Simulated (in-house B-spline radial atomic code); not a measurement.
Results of a calculation; reference values are marked as such.
**Weak and strong correlation along the adiabatic connection**

Two-electron singlets in several external potentials (atomic units), by full CI in B-splines with partial waves to l = 8 (correlation energies up to 0.6 % small). The repulsion is scaled by λ at fixed density; W(λ) is the mean repulsion less the Hartree energy, W(0) = E_x, and the area under W from 0 to 1 is E_xc.

One system gave this curve:

```tsv
λ	W (hartree)
0	-0.75119
0.02	-0.75313
0.05	-0.75599
0.12	-0.76247
0.25	-0.77378
0.4	-0.78577
0.6	-0.8002
0.8	-0.81308
1	-0.82464
1.4	-0.84445
2	-0.86793
3	-0.89613
4.5	-0.9239
7	-0.9517
10	-0.97153
```

Task: Which system is it?
A. −Z/r, Z = 0.932, wall at 5.08 bohr
B. −Z/r, Z = 4.57, wall at 0.42 bohr
C. ω²r²/2 − Z/r, ω = 1.87, Z = 2
D. ω²r²/2 − Z/r, ω = 0.897, Z = 0.3

Result: D. The exchange energy sets the size: ω²r²/2 − Z/r, ω = 0.897, Z = 0.3: E_x = -0.751, E_c = -0.0403; −Z/r, Z = 4.57, wall at 0.42 bohr: E_x = -4.88, E_c = -0.0472; ω²r²/2 − Z/r, ω = 1.87, Z = 2: E_x = -1.51, E_c = -0.0417; −Z/r, Z = 0.932, wall at 5.08 bohr: E_x = -0.477, E_c = -0.0356 hartree.
